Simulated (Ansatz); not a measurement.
`Cn1cccc1-c1cccn1C`, relaxed as a singlet with RKS r2SCAN-D4/def2-SVP in Ansatz, starting from the GFN2-xTB geometry. Force threshold 0.03 eV/Å.

Start:

```xyz
24

C    -1.095    0.722    2.213
N    -0.792    1.328    0.948
C    -0.890    2.657    0.688
C    -0.512    2.884   -0.608
C    -0.167    1.639   -1.158
C    -0.349    0.685   -0.176
C    -0.135   -0.746   -0.224
C    -0.925   -1.776    0.245
C    -0.272   -2.983   -0.052
C     0.896   -2.657   -0.688
N     0.978   -1.305   -0.791
C     2.075   -0.599   -1.390
H    -0.837    1.411    3.019
H    -2.159    0.480    2.289
H    -0.523   -0.198    2.327
H    -1.218    3.344    1.444
H    -0.481    3.832   -1.108
H     0.144    1.457   -2.167
H    -1.882   -1.674    0.719
H    -0.621   -3.970    0.177
H     1.674   -3.288   -1.072
H     3.006   -1.133   -1.197
H     2.140    0.403   -0.967
H     1.941   -0.511   -2.472
```

**Question.** Estimate the energy that the relaxation releases and the steps that it takes.

**Answer.** 0.12 eV, in 5 steps; 21 s on 6 threads of Intel Xeon on a shared host. No frequencies were taken in this run, so the end may be a saddle point.

**Question.** Does the start keep its bonding and symmetry?

**Answer.** By distances, no bond broke or formed. The bond that changes most is N2–C6, from 1.37 to 1.39 Å (atoms count from 1). Point group C2 at the start, C2 at the end, both within 0.05 Å.

**Question.** Predict the relaxed structure.

**Answer.** 
| atom | x (Å) | y (Å) | z (Å) |
| --- | --- | --- | --- |
| C1 | -1.092 | 0.743 | 2.239 |
| N2 | -0.795 | 1.347 | 0.958 |
| C3 | -0.923 | 2.687 | 0.687 |
| C4 | -0.535 | 2.913 | -0.622 |
| C5 | -0.165 | 1.658 | -1.168 |
| C6 | -0.335 | 0.691 | -0.175 |
| C7 | -0.129 | -0.747 | -0.213 |
| C8 | -0.934 | -1.791 | 0.250 |
| C9 | -0.286 | -3.012 | -0.064 |
| C10 | 0.895 | -2.690 | -0.711 |
| N11 | 0.991 | -1.323 | -0.794 |
| C12 | 2.106 | -0.621 | -1.392 |
| H13 | -0.892 | 1.473 | 3.036 |
| H14 | -2.146 | 0.425 | 2.309 |
| H15 | -0.454 | -0.138 | 2.390 |
| H16 | -1.276 | 3.373 | 1.456 |
| H17 | -0.528 | 3.877 | -1.129 |
| H18 | 0.156 | 1.458 | -2.189 |
| H19 | -1.904 | -1.669 | 0.729 |
| H20 | -0.643 | -4.018 | 0.151 |
| H21 | 1.682 | -3.324 | -1.117 |
| H22 | 3.021 | -1.214 | -1.253 |
| H23 | 2.232 | 0.355 | -0.905 |
| H24 | 1.955 | -0.453 | -2.472 |
Bond lengths: 7 × C–C 1.38 to 1.45 Å; 6 × C–N 1.37 to 1.45 Å; 12 × C–H 1.09 to 1.10 Å.
